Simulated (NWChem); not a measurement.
System: GaF, singlet; SMILES [F][Ga]

Here is an NWChem input.

```
start job
memory heap 200 mb stack 900 mb global 1100 mb
geometry units angstroms noautosym nocenter noautoz
  Ga     0.000000     0.000000    -0.398287
  F      0.000000     0.000000     1.387790
end
basis spherical
  * library def2-svp
end
dft
  xc xpbe96 cpbe96
  iterations 150
end
property
  response 1 0.0
end
task dft property
```

Low-valent species are run as closed-shell singlets; no triplet was tried in these runs. All runs use the structure optimised with B3LYP/6-31G* (spherical d).

Static field.

Problem. Give the results of this calculation. (PBE/def2-SVP.) Quantities: basis functions; isotropic polarisability (bohr³); anisotropy (bohr³).

Solution. 
- number of basis functions = 46
- isotropic polarisability (bohr³) = 29.4
- anisotropy (bohr³) = 1.7
